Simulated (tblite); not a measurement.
Task: Write Cartesian coordinates for `C[C@@H]1CCC[C@]1(C)C(=O)Cl` as optimised with GFN2-xTB.

Result: 
```
atom  x, y, z in Å
C1     2.0196   -0.7317   -0.1860
C2     0.7852    0.0984   -0.5032
C3     0.8403    1.5095    0.0848
C4    -0.6132    2.0018    0.1217
C5    -1.4933    0.7574   -0.0767
C6    -0.5619   -0.4688    0.0275
C7    -1.0675   -1.6456   -0.7995
C8    -0.3922   -0.8007    1.4838
O9    -0.4784   -0.0597    2.4048
Cl10   0.0095   -2.5000    1.8174
H11    1.9074   -1.7522   -0.5435
H12    2.8883   -0.2939   -0.6733
H13    2.2096   -0.7590    0.8844
H14    0.6773    0.1663   -1.5908
H15    1.4822    2.1627   -0.5048
H16    1.2447    1.4652    1.0966
H17   -0.8280    2.4802    1.0750
H18   -0.8018    2.7289   -0.6677
H19   -1.9456    0.7657   -1.0683
H20   -2.2951    0.7064    0.6583
H21   -1.2180   -1.3298   -1.8293
H22   -2.0156   -2.0066   -0.4074
H23   -0.3580   -2.4675   -0.7937
```

Orientation and origin are arbitrary. Atoms count from 1 in this order. Of the pairs four or more bonds apart, Cl10···H23 is among the closest relative to their van der Waals radii: 2.64 Å, 89 % of the sum of Bondi's values. The C–C distances run from 1.503 Å (C6–C8, drawn single) to 1.555 Å (C2–C6, drawn single), a spread of 0.052 Å. The 5-membered ring C2–C3–C4–C5–C6 has internal angles of 102.1° to 106.8°; it is puckered, 0.17 Å rms from its mean plane, widest ring torsion 39°.

Bonds between heavy atoms (Å): C1–C2 1.521, C2–C3 1.530, C3–C4 1.535, C4–C5 1.537, C5–C6 1.543, C6–C7 1.525, C6–C8 1.503, C8=O9 1.185, C8–Cl10 1.778, C2–C6 1.555.

The geometry is computed with GFN2-xTB (gas phase).

Point group: C1 (no symmetry element, even within 0.4 Å). Its GFN2-xTB frequencies are all real (lowest 16 cm⁻¹). One conformer, not necessarily the lowest (C5–C6–C8–O9 -27°, C1–C2–C3–C4 -160°, C2–C3–C4–C5 15°, C3–C4–C5–C6 10°, C4–C5–C6–C7 -151°). 3 starts were optimised and ended at 0.00, 0.02 and 0.07 kcal/mol (GFN2-xTB); the lowest of these is shown.
